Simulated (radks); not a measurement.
Results of a calculation; reference values are marked as such.
Question: Species: the antimony ion Sb3+. Configuration: [Kr] 4d10 5s1 6p1 (not the ground configuration). Code: a radial shooting solver on a logarithmic mesh with Libxc functionals. Model: scalar-relativistic Kohn-Sham, PBE, spin-polarised, spherical densities, point nucleus; open shells are filled with parallel spins first (spin-orbit coupling, left out, can overturn this in heavy ions). Some entries of the table are withheld. Estimate them.

orbital  occ.  eigenvalue (eV)  r(max) (bohr)  <r^2> (bohr^2)
1s up       1        -30342.69        0.01835        0.001094
1s down     1        -30342.62        0.01835        0.001094
2s up       1        -4648.110         0.1037         0.01773
2s down     1        -4648.080         0.1037         0.01773
2p up       3        -4176.498        0.08305         0.01401
2p down     3        -4176.461        0.08305         0.01401
3s up       1        -940.4967         0.2999          0.1249
3s down     1        -940.4374         0.2999          0.1249
3p up       3        -786.7677         0.2934          0.1254
3p down     3        -786.7061         0.2934          0.1254
3d up       5        -552.2288         0.2443          0.1106
3d down     5        -552.1735         0.2443          0.1106
4s up       1        -184.9490         0.7225          0.7063
4s down     1        -184.8020         0.7226          0.7052
4p up       3        -137.8682         0.7622          0.8265
4p down     3        -137.6815         0.7622          0.8236
4d up       5         -69.3404         0.8456           1.210
4d down     5         -68.9613         0.8446           1.195
5s up       1              (1)          1.777           4.303
5s down     0              (2)          1.777           4.321
6p up       1         -15.5452          4.582           24.02

Answer: 
(1) 5s up eigenvalue (eV): -44.0852
(2) 5s down eigenvalue (eV): -42.7677
